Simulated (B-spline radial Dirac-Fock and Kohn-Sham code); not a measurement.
**Yb: input and output of one calculation**

ΔSCF core binding energies without Breit or QED terms, calculated with a radial finite-basis atomic code. Keys: rel is the Hamiltonian (dirac, or spin-free x2c and nr, where L3 and M5 stand for the whole 2p and 3d shells), method is hf or an exchange,correlation pair (spin-unpolarised, also for the hole states), nuc the nuclear model, radius_factor scales its radius, rmax is the box in bohr, h the logarithmic mesh step, order the B-spline order, points the quadrature points per cell, c_factor scales the speed of light, and damp, ndamp, maxit and tol steer the iteration. The run stops when the commutator error falls below 10·tol·max(1, Z/10), or the numerical noise floor, and the energy has settled to about 1e-8 Ha; the virial ratio is −V/T.

Input (task.json):

```json
{"items": [{"Z": 70, "q": 0, "cfg": [[1, 0, 2], [2, 0, 2], [2, 1, 6], [3, 0, 2], [3, 1, 6], [3, 2, 10], [4, 0, 2], [4, 1, 6], [4, 2, 10], [4, 3, 14], [5, 0, 2], [5, 1, 6], [6, 0, 2]], "A": 174, "rrms": 5.3108, "do": "settings", "holes": ["K", "L3", "M5"],
  "settings": [{"rel": "dirac", "method": "hf", "nuc": "fermi", "radius_factor": 1.0, "rmax": 45.0, "h": 0.3, "order": 8, "points": 10, "c_factor": 1.0, "maxit": 76, "damp": 0.5, "ndamp": 3, "tol": 1e-08, "cfg": "1s2 2s2 2p6 3s2 3p6 3d10 4s2 4p6 4d10 4f14 5s2 5p6 6s2 6p2"}]}]}
```

Command: `python xray2_run.py task.json out`

Ground-state iterations:

```
iter   energy (Ha)        error
   1   -14065.96364996  2.18e+00
   2   -13938.63676859  1.49e+00
   3   -14035.54171800  1.39e+00
   4   -14065.90939406  1.98e-01
   5   -13942.33484602  1.44e+00
   6   -13941.15355231  1.45e+00
   7   -13943.10238127  1.43e+00
   8   -14067.19671087  1.77e-01
   9   -14066.96584885  1.23e-01
  10   -14066.78838761  1.38e-01
  11   -14067.28889707  6.66e-02
  12   -14067.57688051  8.26e-03
  13   -14067.58466400  4.54e-03
  14   -14067.58729449  6.88e-04
  15   -14067.58733906  6.82e-05
  18   -14067.58734024  1.68e-07
```

The ground state converged in 18 iterations, with total energy -14067.58734 Ha, virial ratio 1.90056 and highest orbital energy 0.94 eV. Holes are computed only in closed shells, and unreliable hole states are left out.

Question: One setting is unsound. Which, and why?

Answer: cfg describes an anion whose outer electrons are not bound. With the default settings (Dirac Hartree-Fock): The ground state converged in 15 iterations, with total energy -14067.62735 Ha, virial ratio 1.90056 and highest orbital energy -5.35 eV. ΔSCF binding energies: K (1s) 61618.1 eV, L3 (2p3/2) 8965.4 eV, M5 (3d5/2) 1528.7 eV.
